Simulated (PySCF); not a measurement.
Where the electron goes

Compound: C4H7BO2S.
SMILES with atom numbers: `[CH3:1][S:2][B@H-:3]1[O:4][CH:5]=[CH:6][CH:7]=[O+:8]1` (hydrogens: H9, H10, H11 on C1; H12 on B3; H13 on C5; H14 on C6; H15 on C7)

Geometry (PBE0-D3(BJ)/def2-SVP, Å), atoms numbered from 1 in this order:
```
atom  x, y, z in Å
C1     2.8451   -0.5987   -0.0224
S2     1.1789   -1.1391    0.4457
B3     0.1536   -0.0828   -0.7214
O4    -1.1521   -0.8165   -0.9555
C5    -2.1612   -0.6268   -0.2032
C6    -2.2551    0.4130    0.7163
C7    -1.2465    1.3729    0.6690
O8    -0.2068    1.2563   -0.0492
H9     3.0202   -0.7597   -1.0958
H10    3.5639   -1.2004    0.5501
H11    3.0084    0.4620    0.2159
H12    0.6926    0.1640   -1.7767
H13   -2.9982   -1.3220   -0.3620
H14   -3.1410    0.5461    1.3339
H15   -1.3283    2.3112    1.2374
```

Theory: TDDFT wB97X-D/def2-SVPD, vertical, gas phase, core orbitals frozen in the response (PySCF 2.14.0, density-fitted response routines).

Kohn–Sham orbitals with the atoms that hold most of them (Löwdin shares over 4%, at most four atoms; ? is withheld):

| orbital | ε (eV) | atoms |
| --- | --- | --- |
| LUMO+2 | 2.46 | S2 40%, C1 8%, B3 7%, O8 7% |
| LUMO+1 | 1.85 | B3 18%, C6 16%, C5 10%, C7 10% |
| LUMO | ? | C5 26%, C7 25%, O8 15%, O4 15% |
| HOMO | -7.83 | ? |
| HOMO-1 | -8.95 | ? |
| HOMO-2 | -10.39 | S2 29%, C6 20%, O4 9%, C1 9% |
| HOMO-3 | -11.35 | O4 29%, O8 29%, C7 9%, C6 8% |

Problem. Which atoms hold the HOMO, and with what shares?

Solution. S2 (bonded to B and C) 70%; C1 (bonded to S and 3 H) 11%; B3 (bonded to 2 O, S and H) 7%.

Problem. Give the leading atoms of the HOMO-1.

Solution. S2 (bonded to B and C) 35%; C6 (bonded to 2 C and H) 12%; B3 (bonded to 2 O, S and H) 12%; O8 (bonded to B and C) 11%.

Problem. What is the LUMO energy, and the HOMO–LUMO gap?

Solution. ε(LUMO) = -0.89 eV; the gap is 6.95 eV (0.2553 hartree).

Problem. How does S1 compare with the orbital gap of 6.95 eV?

Solution. S1 is at 3.10 eV (f = 0.030), 3.84 eV below the gap, made of HOMO→LUMO (99%). Without the coupling terms of the response equations the lowest excitation would equal the gap.

Problem. One configuration dominates each of S1, S2 and S4. Which, and how do the shares of the two leading atoms of either orbital change from the occupied to the empty one?

Solution. 
- S1 (3.10 eV, f 0.030), HOMO→LUMO (99%): S2 70% → at most 15%, C1 11% → at most 15%, C5 at most 4% → 26%, C7 at most 4% → 25%
- S2 (3.83 eV, f 0.030), HOMO-1→LUMO (98%): S2 35% → at most 15%, C6 12% → at most 15%, C5 at most 11% → 26%, C7 at most 11% → 25%
- S4 (5.52 eV, f 0.090), HOMO-2→LUMO (94%): S2 29% → at most 15%, C6 20% → at most 15%, C5 at most 9% → 26%, C7 at most 9% → 25%

Löwdin shares depend on the basis, the more so with diffuse functions.

The run took 7.6 min of wall time on one thread of an Intel Xeon at 2.50 GHz, shared host with 64 logical CPUs at a one-minute load of 62, and the process peaked at 1.0 GiB of memory.

One conformer stands for the species.
